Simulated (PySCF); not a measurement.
F2S, SMILES FSF (connectivity only; charge and spin as stated), charge -1, multiplicity 2.

The structure is a stationary point at B3LYP-D3(BJ)/def2-TZVPD. A frequency run showed that this geometry is not a minimum. The spin state was assumed, not searched.

All values below come from B3LYP-D3(BJ)/def2-TZVPD (PySCF 2.14.0).

Frequencies are harmonic and unscaled.

```
mode  ν (cm⁻¹)  IR (km/mol)  moving atoms (share of kinetic energy)
----  --------  -----------  --------------------------------------
1         339i        110.8                          F 67 %, S 33 %
2          364          0.6                                  F 94 %
3          546        138.8                          F 52 %, S 48 %
```
